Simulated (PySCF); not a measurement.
**First hyperpolarisability: `N#CC=C=C(Br)C#N`, C$_{5}$HBrN$_{2}$**

Geometry (Å), atoms numbered from 1 in this order:
```xyz
9

N    -2.7437    1.9204    0.5356
C    -2.1136    1.0085    0.1978
C    -1.3658   -0.1280   -0.2368
C    -0.0894   -0.2933    0.0258
C     1.1819   -0.4870    0.2800
Br    1.7336   -1.4075    1.8396
C     2.2216   -0.0364   -0.5852
N     3.0750    0.3203   -1.2836
H    -1.9048   -0.8881   -0.8192
```

Method: quadratic response CAM-B3LYP/def2-TZVPD first hyperpolarisability, Taylor convention, gas phase (PySCF). Geometry: PBE0-D3(BJ)/def2-SVP.

The calculation is non-relativistic, which matters for the atoms heavier than Zn.

(1) What is the first hyperpolarisability, and how does it disperse?

(2) Which lowest excitations, dipole and polarisabilities go with it?

Results:

(1) In au, Taylor convention; the vector part is βᵢ = ⅓ Σⱼ (βᵢⱼⱼ + βⱼᵢⱼ + βⱼⱼᵢ); β∥ is 3/5 of the vector part along the dipole, the dipole points from − to +:
```
                   process  λ (nm)  β vector norm     β∥  β HRS  depolarisation ratio
           static β(0;0,0)       ∞          121.8  -51.4   51.2                  4.77
second harmonic β(−2ω;ω,ω)    1907          129.1  -54.5   54.6                  4.59
         Pockels β(−ω;ω,0)    1907          124.2  -52.4      –                     –
second harmonic β(−2ω;ω,ω)    1064          148.1  -62.4   63.8                  4.18
         Pockels β(−ω;ω,0)    1064          129.6  -54.7      –                     –
```

(2) S1 4.18 eV (f = 0.000); S2 5.32 eV (f = 0.021); S3 5.33 eV (f = 0.000); dipole 3.63 D; isotropic α 98.0 au static, 98.5 au at 1907 nm, 99.5 au at 1064 nm, 99.9 au at 953.5 nm, 104.7 au at 532 nm.
